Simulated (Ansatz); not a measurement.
Rb₃⁺. Charge 1, multiplicity 1. Geometry B3LYP/def2-TZVP.

```xyz
3

Rb   -0.084   -0.296    2.699
Rb    1.544   -1.657   -1.500
Rb   -1.460    1.952   -1.199
```

In the def2 sets Rb takes a core potential; there is no spin–orbit coupling. B3LYP takes the VWN-RPA correlation. HSE06 is defined as in plane-wave codes, on full-range PBE exchange. The restricted singlet is unstable towards broken spin symmetry in Hartree–Fock (as tested in another run); at PBE/def2-TZVP, r2SCAN/def2-TZVP, B3LYP/def2-TZVP, PBE0/def2-TZVP and others this wasn't settled. The structure comes from a short search, and lower isomers may exist.

(1) Estimate the orbital energies around the gap (eV) in Ansatz with PBE/def2-TZVP, r2SCAN/def2-TZVP, B3LYP/def2-TZVP, PBE0/def2-TZVP, HSE06/def2-TZVP.

## Answers

(1) 
```
orbital  PBE/def2-TZVP  r2SCAN/def2-TZVP  B3LYP/def2-TZVP  PBE0/def2-TZVP  HSE06/def2-TZVP
 HOMO−9         -19.10            -19.62           -20.50          -20.79           -20.39
 HOMO−8         -19.10            -19.62           -20.50          -20.79           -20.39
 HOMO−7         -19.09            -19.60           -20.49          -20.77           -20.37
 HOMO−6         -19.08            -19.59           -20.48          -20.76           -20.36
 HOMO−5         -19.08            -19.59           -20.48          -20.76           -20.36
 HOMO−4         -19.08            -19.59           -20.48          -20.76           -20.36
 HOMO−3         -19.06            -19.57           -20.47          -20.75           -20.35
 HOMO−2         -19.01            -19.52           -20.41          -20.69           -20.29
 HOMO−1         -19.01            -19.52           -20.41          -20.69           -20.29
   HOMO          -5.74             -5.55            -6.05           -6.07            -5.77
   LUMO          -4.55             -4.17            -4.27           -4.05            -4.36
 LUMO+1          -4.55             -4.17            -4.27           -4.05            -4.36
 LUMO+2          -3.79             -3.61            -3.43           -3.36            -3.66
 LUMO+3          -3.32             -2.92            -3.00           -2.84            -3.15
 LUMO+4          -3.21             -2.73            -2.91           -2.74            -3.05
 LUMO+5          -3.21             -2.73            -2.91           -2.74            -3.05
```
